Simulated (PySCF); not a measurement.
# Ti(2+): excitation energy

Ti(2+) [Ar] 3d2 (3F) → Ti(2+) [Ar] 3d1 4p1 (high-spin determinant), as a difference of total energies. Computed with PySCF 2.14 in def2-QZVPPD, with the non-relativistic Hamiltonian (point nucleus). Correlated levels: valence: [Ar] frozen; valence and next inner shell: [Ne] frozen. The calculations carry no spin-orbit coupling.

```tsv
method	excitation energy (cm⁻¹)
UHF	75859
LDA	77766
PBE	77218
PBE0	78143
r2SCAN	79767
BHandHLYP	78690
CAM-B3LYP	78974
M06	76812
wB97M-V	79018
MP2 (valence)	76484
SCS-MP2 (valence)	76067
MP2 (valence and next inner shell)	77190
SCS-MP2 (valence and next inner shell)	77084
```

A first-order spin-orbit estimate (lowest level to lowest level, LS coupling) adds -0.017 eV.

The determinant of the upper state mixes LS terms, which raises its energy above the lowest term, most at the Hartree-Fock and MP2 levels.
